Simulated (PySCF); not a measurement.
## Structure elucidation problem

The spectra below were simulated for a compound C$_{4}$H$_{14}$O$_{2}$Si$_{3}$.

1H NMR (400 MHz, computed): δ 5.97 (br s, 1H), 5.64 (br s, 1H), 5.42 (m, 1H), 5.20 (s, 3H), 4.31 (m, 1H), 3.97 (m, 1H), 3.97 (s, 3H), 1.99 (s, 3H).

13C{1H} NMR (computed): δ 148.5 (C), 135.5 (CH2), 53.0 (CH3), 29.2 (CH3).

Level of theory: GIAO PBE0/pcSseg-1 shieldings, geometry: GFN2-xTB, in PySCF 2.14 (in vacuum, one computed conformer, relativity neglected, rapidly exchanging positions averaged).

Referencing at the same level of theory: TMS for 1H (31.72 ppm), 13C (186.93 ppm).

Task: Which candidate is it?
A. CC(C)[Si@@H]([SiH3])OC(=O)[SiH3]
B. O=C(O)CCC([SiH3])([SiH3])[SiH3]
C. C=C(C)[SiH2][Si@H](OC)O[SiH3]

Result: C. 

- Rings plus π bonds: 1 (no ring in the answer).
- 4 carbon signals for 4 carbons: no two carbons are equivalent.
- Carbon types of the structure: 1 × C, 1 × CH2, 2 × CH3, leaving 6 H on heteroatoms.
- δC 148.5: fully substituted alkene carbon; an sp2 carbon of a C=C bond.
- δC 135.5: terminal =CH2 carbon; the olefinic region.
- δC 53.0: methyl carbon bonded to O; pulled downfield by the heteroatom.
- δC 29.2: allylic methyl carbon; a saturated carbon with 1 carbon neighbour and no heteroatom attached.
- δH 1.99: hydrogen on an allylic methyl carbon; allylic position.

The others: O=C(O)CCC([SiH3])([SiH3])[SiH3] would give 3 signals for carbon-bound and other non-exchanging H, not 8; CC(C)[Si@@H]([SiH3])OC(=O)[SiH3] would give 6 signals for carbon-bound and other non-exchanging H, not 8.

Shifts are as computed. Against solution values, carbons near 30 ppm lie about +3 ppm off and those near 130 ppm about +5 ppm. Of 1211 compounds with measured shifts, 218 miss one by over three times the rms of a fit or turn the order of signals round; such compounds aren't used in these exercises. Multiplicities follow the n + 1 count of equivalent neighbours, as no J values were calculated; m marks all less simple cases, F and P coupling included.
